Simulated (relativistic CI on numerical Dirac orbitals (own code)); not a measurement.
# Crystal-field levels of Os³⁺, 5d5

Calculated by Dirac-Coulomb-Breit CI, KLI orbitals optimised for each configuration, model QED (radiative potential, 1s self-energy scaled to tabulated hydrogen-like ionisation energies), one configuration in a parametric crystal field, unscaled Slater integrals (own radial code). With so little scaling, terms lie 10 to 35 % too far apart, which can change the order of excited levels.

Field parameters in Wybourne normalisation: D4h B²₀ = −7Ds, B⁴₀ = 21(Dq − Dt), B⁴₄ = 21√(5/14) Dq. The field is a parameter set, without covalency.

S and J are read from ⟨S²⟩ = S(S + 1) and ⟨J²⟩ = J(J + 1) of each level; they are not fictitious spins.

D4h, 10Dq = 41800, Ds = -1500, Dt = 100 cm⁻¹, the lowest 10 levels:

```tsv
E (cm⁻¹)	Degeneracy	Irrep	S	J
0.0	2	Γ7	0.56	4.42
5354	2	Γ6	0.55	4.33
9058	2	Γ7	0.56	4.37
26481	2	Γ7	1.52	3.86
27901	2	Γ6	1.56	3.69
28867	2	Γ7	1.57	3.68
29523	2	Γ6	1.49	3.64
29816	2	Γ7	1.50	3.51
31471	2	Γ6	1.48	3.14
32033	2	Γ6	1.46	3.36
```

Principal g values of the ground doublet: 1.41, 1.41, 3.46.

D4h, 10Dq = 41800, Ds = 3000, Dt = 100 cm⁻¹, the lowest 16 levels:

```
E (cm⁻¹)  Degeneracy  Irrep     S     J
     0.0           2     Γ7  0.56  4.39
    8366           2     Γ7  0.56  4.36
   11372           2     Γ6  0.56  4.38
   24613           2     Γ6  1.49  3.81
   26520           2     Γ6  1.49  3.69
   27239           2     Γ7  1.52  3.58
   28505           2     Γ7  1.51  3.40
   31897           2     Γ6  1.50  3.20
   32027           2     Γ7  1.47  3.41
   34623           2     Γ7  1.46  3.69
   36486           2     Γ7  1.49  3.79
   37558           2     Γ6  1.33  3.87
   39590           2     Γ6  1.48  3.37
   39933           2     Γ7  0.71  4.92
   39973           2     Γ6  0.91  4.56
   42209           2     Γ6  0.54  4.41
```

Principal g values of the ground doublet: 0.69, 2.83, 2.83.

D4h, 10Dq = 41800, Ds = 2590, Dt = 100 cm⁻¹, the lowest 16 levels:

| E (cm⁻¹) | Degeneracy | Irrep | S | J |
| --- | --- | --- | --- | --- |
| 0.0 | 2 | Γ7 | 0.56 | 4.40 |
| 7602 | 2 | Γ7 | 0.56 | 4.35 |
| 10413 | 2 | Γ6 | 0.55 | 4.37 |
| 24982 | 2 | Γ6 | 1.50 | 3.83 |
| 27000 | 2 | Γ6 | 1.50 | 3.68 |
| 27530 | 2 | Γ7 | 1.53 | 3.60 |
| 28703 | 2 | Γ7 | 1.53 | 3.45 |
| 31501 | 2 | Γ6 | 1.50 | 3.16 |
| 31542 | 2 | Γ7 | 1.47 | 3.38 |
| 34159 | 2 | Γ7 | 1.46 | 3.64 |
| 35791 | 2 | Γ7 | 1.50 | 3.75 |
| 36901 | 2 | Γ6 | 1.42 | 3.71 |
| 38678 | 2 | Γ6 | 1.49 | 3.34 |
| 39872 | 2 | Γ6 | 0.75 | 4.82 |
| 40072 | 2 | Γ7 | 0.65 | 5.02 |
| 42475 | 2 | Γ7 | 0.72 | 4.58 |

Principal g values of the ground doublet: 0.47, 2.86, 2.86.

D4h, 10Dq = 41800, Ds = 2180, Dt = 100 cm⁻¹, the lowest 16 levels:

| E (cm⁻¹) | Degeneracy | Irrep | S | J |
| --- | --- | --- | --- | --- |
| 0.0 | 2 | Γ7 | 0.56 | 4.40 |
| 6947 | 2 | Γ7 | 0.56 | 4.35 |
| 9508 | 2 | Γ6 | 0.55 | 4.37 |
| 25327 | 2 | Γ6 | 1.51 | 3.85 |
| 27503 | 2 | Γ6 | 1.50 | 3.66 |
| 27755 | 2 | Γ7 | 1.54 | 3.62 |
| 28799 | 2 | Γ7 | 1.54 | 3.52 |
| 31135 | 2 | Γ7 | 1.47 | 3.36 |
| 31199 | 2 | Γ6 | 1.50 | 3.14 |
| 33882 | 2 | Γ7 | 1.45 | 3.58 |
| 35207 | 2 | Γ7 | 1.50 | 3.73 |
| 36245 | 2 | Γ6 | 1.46 | 3.64 |
| 37842 | 2 | Γ6 | 1.49 | 3.35 |
| 39811 | 2 | Γ6 | 0.67 | 4.95 |
| 40191 | 2 | Γ7 | 0.62 | 5.08 |
| 42244 | 2 | Γ7 | 0.70 | 4.59 |

Principal g values of the ground doublet: 0.18, 2.88, 2.88.

D4h, 10Dq = 41800, Ds = 1770, Dt = 100 cm⁻¹, the lowest 16 levels:

```
E (cm⁻¹)  Degeneracy  Irrep     S     J
     0.0           2     Γ7  0.56  4.41
    6437           2     Γ7  0.56  4.34
    8673           2     Γ6  0.55  4.36
   25644           2     Γ6  1.52  3.85
   27890           2     Γ7  1.56  3.64
   28034           2     Γ6  1.50  3.64
   28779           2     Γ7  1.55  3.59
   30817           2     Γ7  1.47  3.35
   31008           2     Γ6  1.49  3.12
   33845           2     Γ7  1.44  3.52
   34810           2     Γ7  1.49  3.71
   35683           2     Γ6  1.47  3.62
   37112           2     Γ6  1.49  3.37
   39758           2     Γ6  0.64  5.02
   40252           2     Γ7  0.62  5.12
   41906           2     Γ7  0.81  4.46
```

Principal g values of the ground doublet: 0.20, 2.85, 2.85.

The free-ion ground term has S = 5/2. The field overcomes the spin-pairing energy for D4h, 10Dq = 41800, Ds = -1500, Dt = 100 cm⁻¹; D4h, 10Dq = 41800, Ds = 3000, Dt = 100 cm⁻¹; D4h, 10Dq = 41800, Ds = 2590, Dt = 100 cm⁻¹; D4h, 10Dq = 41800, Ds = 2180, Dt = 100 cm⁻¹; D4h, 10Dq = 41800, Ds = 1770, Dt = 100 cm⁻¹, where the ground state has lower spin; these fields are assumed values.

Levels of this model without a field, named by their leading LS term: ⁶S5/2 0, ⁴G5/2 21880, ⁴G7/2 24788, ⁴G11/2 25495, ⁴G5/2 26015, ⁴G9/2 26039, ⁴P3/2 26496, ⁴P1/2 28796 cm⁻¹.
